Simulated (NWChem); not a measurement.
## Total energies of C2HCl2

```xyz
5

Cl    -1.8347     0.1430     0.0000
C     -0.4132     1.0162     0.0000
C      0.8903     0.7580     0.0000
Cl     1.5698    -0.8611     0.0000
H      1.6404     1.5634     0.0000
```
Charge 0, spin multiplicity 2.

All runs are NWChem calculations. The geometry was optimised at UPBE/def2-SVP, a minimum by its harmonic frequencies.

Basis set: cc-pVTZ (142 functions).

| method | total energy (Ha) | relative cost |
|---|---|---|
| UHF | -995.28978 | 1 |
| UMP2 | -995.93321 | under 3 |
| UB2PLYP | -996.84458 | under 3 |
| UPBE | -996.70459 | under 3 |
| UB3LYP | -997.20313 | under 3 |
| UCAM-B3LYP | -997.15411 | 6 |

Total energies of different functionals aren't comparable as a measure of quality: only differences taken within one method are. Costs are rough ratios of processor time within this set of runs, SCF included, with UHF as 1.

The correlated methods keep 12 core orbitals frozen. B3LYP has NWChem's definition, with VWN1-RPA local correlation. GW and range-separated runs recompute their integrals, the others keep them in memory, which bears on the times. The structure started from a generated list of species. The unpaired electrons of the parent sit in orbitals of symmetry a' (Cs labels of the run); other states weren't searched. The stability of the SCF solutions was not checked. Open-shell Hartree-Fock references start from PBE0 orbitals; any time given for them includes that run.
